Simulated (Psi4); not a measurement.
## Setting up SiH4Se2 (SMILES [SeH][SiH2][SeH]) in Psi4

The species is SiH4Se2 (7 atoms), meant as a singlet with charge 0. As SMILES, `[SeH][SiH2][SeH]`. Geometry: optimised at PBE0/def2-TZVP. This is one conformer, not always the lowest.

| atom | x (Å) | y (Å) | z (Å) |
| --- | --- | --- | --- |
| Se | -1.9425 | -0.1484 | 0.3687 |
| Si | 0.1786 | 0.6325 | 0.1236 |
| Se | 1.6577 | -0.8962 | -0.6793 |
| H | -2.0330 | -0.5655 | -1.0368 |
| H | 0.2632 | 1.7440 | -0.8538 |
| H | 0.5344 | 1.1045 | 1.4833 |
| H | 1.3658 | -1.8559 | 0.3938 |

Settings wanted:

* task: properties
* method: DFT
* functional: PBE0
* dispersion: D4
* basis set: def2-TZVPP
* reference: RKS
* integrals: df
* integral approximation: program's default
* frozen core orbitals: 0
* integration grid: 99 radial × 590 angular
* symmetry: c1
* properties: (dipole, mulliken, lowdin, wiberg)
* threads: 2

**Question.** Give a Psi4 1.11 job that does this.

**Answer.** This one ran through:

calc.in:
```
memory 4.4 GB

molecule geom {
  0 1
  Se    -1.942522    -0.148407     0.368746
  Si     0.178646     0.632488     0.123614
  Se     1.657698    -0.896209    -0.679296
  H     -2.032988    -0.565480    -1.036768
  H      0.263215     1.744027    -0.853809
  H      0.534397     1.104501     1.483267
  H      1.365826    -1.855851     0.393780
  symmetry c1
}

set reference rks
set scf_type df
set dft_radial_points 99
set dft_spherical_points 590

e_tot, wfn = energy("pbe0-d4/def2-TZVPP", return_wfn=True)
oeprop(wfn, "DIPOLE", "MULLIKEN_CHARGES", "LOWDIN_CHARGES", "WIBERG_LOWDIN_INDICES")
print_variables()
```

```bash
$ psi4 -i calc.in -o calc.out -n 2
```

Calculated total energy: -5094.38177 Eh.
